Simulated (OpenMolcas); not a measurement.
Ru2+ among 6 point charges of -0.85 e arranged as an octahedron (Oh), 1.85 Å from the ion.
```
   1.8500    0.0000    0.0000  -0.85
   0.0000    1.8500    0.0000  -0.85
  -1.8500    0.0000    0.0000  -0.85
   0.0000   -1.8500    0.0000  -0.85
   0.0000    0.0000    1.8500  -0.85
   0.0000    0.0000   -1.8500  -0.85
```

```yaml
Program: OpenMolcas 26.06
Method: "SS-CASPT2, IPEA 0.25 Eh, imaginary shift 0.1 Eh (closed shells correlated: 4s 4p)"
Basis: ANO-RCC-VDZP [6s5p3d1f]
Scalar_Hamiltonian: DKH2, point nucleus
Active_space: 6 electrons in 5 orbitals (4d)
State_averaging: 2S+1 = 5 even, 5 roots; 2S+1 = 3 even, 45 roots; 2S+1 = 1 even, 50 roots
Spin-orbit_coupling: state interaction with AMFI integrals over the reference wave functions
```

(1) What is the spin-free ground state (labels of O, the rotations of Oh)?

(2) Where is the first state of the same spin?

(3) What are the lowest two levels with spin-orbit coupling?

(4) What is χT at 300 K, and how does it compare with the textbook value?

## Answers

(1) 5T2, 3-fold in its orbital part, 100 % from free-ion D terms; it has the highest spin that d6 allows.

(2) 5E at 9220 cm-1 above the ground state.

(3) A 3-fold level T2, then a 2-fold level E 380 cm-1 above it. Their leading multiplicities are 5 (99 %) and 5 (98 %).

(4) The lowest level has 2S+1 = 5, for which the spin-only value is χT = S(S+1) / 2 = 3.000 cm3 K/mol (g = 2). The computed 4.317 at 300 K differs by +1.317, through orbital momentum, spin-orbit coupling and any other state in reach. With a threefold ground state the orbital momentum is unquenched, so the spin-only value is not expected to hold.

Roots that are degenerate in the reference are averaged as groups; the widest CASPT2 spread within a group is 360 cm-1 (the 3-fold group of multiplicity 3 near 10100 cm-1 above the lowest state of its run). Shifts and gaps below about the spread of the groups concerned are not significant. An orbital triplet at a regular site is open to Jahn-Teller coupling, which can distort the site and quench the lowest spin-orbit gaps and is left out. Point charges give a weaker field than real ligands, and real ions of this kind are as a rule low spin; the high spin found here belongs to the model. Free-ion shares, where given, are those of the reference states; single-state CASPT2 does not remix them. Point charges carry no covalency, so the field is a model and not that of real ligands. No measured value stands beside these numbers.
